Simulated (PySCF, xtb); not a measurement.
cyclopropanecarbaldehyde (C₄H₆O), SMILES O=CC1CC1.

xtb with GFN2-xTB at its own geometry gives an orbital gap of 3.80 eV and a dipole moment of 3.10 D.

Geometry optimised at B3LYP-D3(BJ)/def2-SVP. The values are those of a single conformer.

Task: What does PBE/def2-TZVP (PySCF) give? (The exact figures need the calculation; the answer reports its results.)

Result: gap 3.91 eV (levels -5.83 and -1.92 eV), dipole 2.75 D.
